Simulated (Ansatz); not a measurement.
Basis-set extrapolation for `C[SiH2]C[SiH2]O` (PBE0-D4/def2-TZVP geometry, frozen core, Ansatz). Multiplicity 1, RHF reference.

|  | def2-TZVPP | def2-QZVPP |
| --- | --- | --- |
| HF | -734.447076 | -734.473123 |
| MP2 correlation | -0.851310 | -0.912125 |
| CCSD(T) correlation | -0.945494 | not run |

Energies in hartree. Use E(X) = E(∞) + A·exp(−7.88·√X) for Hartree–Fock and E(X) = E(∞) + B·X^(−2.97) for correlation, with X = 3 and 4, and add CCSD(T) minus MP2 of the smaller set to the MP2 limit.

**Question.** What is the CCSD(T) energy at the basis-set limit?

**Answer.** HF limit: -734.473123 + (-0.026047) × 0.13774 = -734.47671. MP2 limit: -0.912125 + (-0.060815) × 0.74074 = -0.95717. Higher-order term: -0.945494 − (-0.851310) = -0.09418. Total: -735.52806 hartree, 3.69 eV below CCSD(T)/def2-TZVPP.
